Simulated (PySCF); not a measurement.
# Working with the constants of BeTl

UHF-CCSD(T) constants of BeTl, ²Π (doublet), unpaired electrons π ↑ (PySCF, scalar-relativistic core potentials, basis sets Be cc-pVDZ, Tl cc-pVDZ-PP with ECP60; masses 9.0122 and 204.9744 u):

```
ωe            : 259.1 cm⁻¹
ωexe          : 6.02 cm⁻¹
Be            : 0.27915 cm⁻¹
αe            : 0.00592 cm⁻¹
De to Be + Tl : 0.310 eV
```

Task: What force constant and bond length do these constants imply?

Result: Reduced mass μred = 8.6326 u; k = 5.8918×10⁻⁷·μred·ωe² (u, cm⁻¹, mdyn/Å) = 0.341 mdyn/Å; Re = √(16.8576/(μred·Be)) (u, cm⁻¹, Å) = 2.645 Å.

Task: Estimate the centrifugal constant D from the Kratzer relation and find the Dunham coefficient a1.

Result: D = 4Be³/ωe² = 1.3e-06 cm⁻¹; a1 = −1 − αeωe/(6Be²) = -4.28.

Correlated steps freeze 4 core orbitals. The bond is weak. Basis-set superposition, not corrected here, can be much of De in a small basis, most of all at correlated wavefunction levels. These are scalar-relativistic numbers at best; spin–orbit coupling would shift them, the dissociation energy most. The state is the lowest determinant that a PBE0 search found; another state may lie lower at other levels.
